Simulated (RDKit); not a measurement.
Input for RDKit: UFF on CH7GeN (SMILES C[NH][GeH3]), a point of a torsion scan.

```python
from rdkit import Chem
from rdkit.Chem import AllChem, rdDetermineBonds

blocks = [
'''10

C    -1.37211054    0.16551626    0.29550066
N    -0.29154324   -0.11148098   -0.63488602
Ge    1.44263205   -0.02103888   -0.12239403
H    -2.28678586    0.39259060   -0.25560380
H    -1.10042997    1.03857120    0.88837507
H    -1.57927576   -0.66215837    0.98372994
H    -0.52725527   -0.89378570   -1.23110283
H     1.85785457   -0.94943544    0.99484467
H     2.23524612   -0.32858005   -1.34736589
H     1.65578703    1.38247619    0.34319630
''',
]
mol = None
for b in blocks:
    f = Chem.MolFromXYZBlock(b)
    rdDetermineBonds.DetermineBonds(f, charge=0)
    mol = f if mol is None else Chem.CombineMols(mol, f)
Chem.SanitizeMol(mol)
print(Chem.MolToSmiles(Chem.RemoveHs(mol)))
ff = AllChem.UFFGetMoleculeForceField(mol, vdwThresh=100.0, ignoreInterfragInteractions=False)
e = ff.CalcEnergy()
print(f'UFF energy {e:.6f} kcal/mol')
```

It printed:

```
C[NH][GeH3]
UFF energy 13.820696 kcal/mol
```

The run finished.

Cost: around 0.020 core-seconds (rough).
